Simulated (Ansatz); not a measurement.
`[GeH3][SbH2]` + dimethylamine → `C[N](C)[SbH2]` + GeH₄ at 600 K and 1 bar (cleavage of the Sb–Ge bond).

Calculated with Ansatz (gas phase, PBE0-D4/def2-TZVP geometries, no zero-point term in ΔE). CCSD(T)/CBS adds triple-zeta CCSD(T) − MP2 to the extrapolated MP2 energy (def2 sets, frozen cores). Elements past krypton have def2 core potentials. For Ge, Sb outer-core shells are correlated without core-valence functions, which leaves a few kJ/mol of doubt a bond. Scalar relativity is left out up to krypton.

```csv
species,CCSD(T)/CBS energy (Eh),H − E (kJ/mol),S (J/(mol·K))
`[GeH3][SbH2]`,-2319.11871,141.7,385.7
`CNC`,-135.00321,284.6,333.5
`C[N](C)[SbH2]`,-375.59739,309.7,433.8
GeH₄,-2078.49493,105.8,256.4
```

H − E and S are ideal-gas, rigid-rotor, harmonic terms from PBE0-D4/def2-TZVP. 1 Eh = 2625.50 kJ/mol, R = 8.31446 J/(mol·K).

**Question.** By hand: ΔE, ΔH, ΔS and ΔG.

**Answer.** ΔE = (-375.59739) + (-2078.49493) − (-2319.11871) − (-135.00321) = 0.02960 Eh = 77.7 kJ/mol. Δ(H − E) = 309.7 + 105.8 − 141.7 − 284.6 = -10.8, so ΔH = 66.9 kJ/mol. ΔS = 433.8 + 256.4 − 385.7 − 333.5 = -29.0 J/(mol·K). ΔG = 66.9 − 600 × (-29.0)/1000 = 84.3 kJ/mol.

**Question.** By hand: the equilibrium constant, and the temperature at which ΔG would vanish if ΔH and ΔS stayed fixed.

**Answer.** log₁₀ K = −ΔG/(RT ln 10) = -7.3. ΔH and −TΔS have one sign here, so there is no such temperature.

ΔH outweighs TΔS. A doubt of 5 kJ/mol in ΔE shifts log₁₀ K by 0.4 here. These are equilibria of isolated gas molecules and say nothing of rates. Largest T1 diagnostic: 0.013 (customary marks: 0.02 for closed shells, 0.045 for open ones).
